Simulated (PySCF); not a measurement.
Does the structure fit the spectrum?

A compound C6H11PSi gives the data below (simulated from a calculation) and was assigned the structure `C[Si@@H](P)C#CC1CC1`.

¹³C{¹H} NMR (computed): δ 231.8 (CH), 111.5 (CH), 96.0 (C), 2.4 (CH3, 3C).

¹H NMR (600 MHz, computed): δ 11.07 (m, 1H), 3.64 (m, 1H), 0.19 (s, 9H).

[PySCF 2.14: structure optimised with GFN2-xTB; PBE0/pcSseg-1 with gauge-including orbitals; no solvent; non-relativistic Hamiltonian; fast rotation and ring inversion assumed for equivalent nuclei; one conformer]

Shifts are taken against calculated references (same method and geometry level): TMS for ¹H and ¹³C.

Problem. Compare with the shifts computed for the proposed structure, pairing carbons in order of shift.

Solution. Numbering as in the mapped SMILES `[CH3:1][Si@@H:2]([PH2:3])[C:4]#[C:5][CH:6]1[CH2:7][CH2:8]1`. Hydrogens are named by the atom that carries them.

```json
{"atom": "C5", "computed for proposal": "123.5", "given list": "231.8", "difference": "-108.3"}
{"atom": "C4", "computed for proposal": "82.7", "given list": "111.5", "difference": "-28.8"}
{"atom": "C7", "computed for proposal": "11.9", "given list": "96.0", "difference": "-84.1"}
{"atom": "C8", "computed for proposal": "11.8", "given list": "2.4", "difference": "+9.4"}
{"atom": "C6", "computed for proposal": "3.3", "given list": "2.4", "difference": "+0.9"}
{"atom": "C1", "computed for proposal": "-0.9", "given list": "2.4", "difference": "-3.3"}
```

The rms difference is 57.4 ppm and the largest -108.3 ppm at C5 (alkyne carbon). The proposal also would give 6 carbon signals, not 4. The carbon types in order of shift don't match either: C, C, CH2, CH2, CH, CH3 for the proposal against CH, CH, C, CH3, CH3, CH3 in the data. The proposal doesn't fit.

Problem. Which isomer fits?

Solution. `C#C/P=C/[Si](C)(C)C`.

1. δC 231.8: carbon double-bonded to a heavier main-group atom.
2. δC 111.5: terminal alkyne carbon.
3. δC 96.0: alkyne carbon; the triple bond shields along its axis, which puts it between sp3 and sp2 carbons.
4. δH 11.07: hydrogen on a carbon double-bonded to a heavier main-group atom.

Other isomers checked: C[SiH2]P1C=CCC=C1 (rms 68.4 ppm).

The shifts were computed for this structure.

Splittings by ³¹P in the carbon and heteronuclear signals aren't shown, as no couplings were computed. Shifts are as computed. Against solution values, carbons near 30 ppm lie about +3 ppm off and those near 130 ppm about +5 ppm. Of 1211 compounds with measured shifts, 218 miss one by over three times the rms of a fit or turn the order of signals round; such compounds aren't used in these exercises. No couplings were computed; multiplicities are counted from neighbouring protons, with m where these are inequivalent, close in shift, in a saturated or five-membered ring or joined by F or P, and br s for small geminal =CH2 splittings.
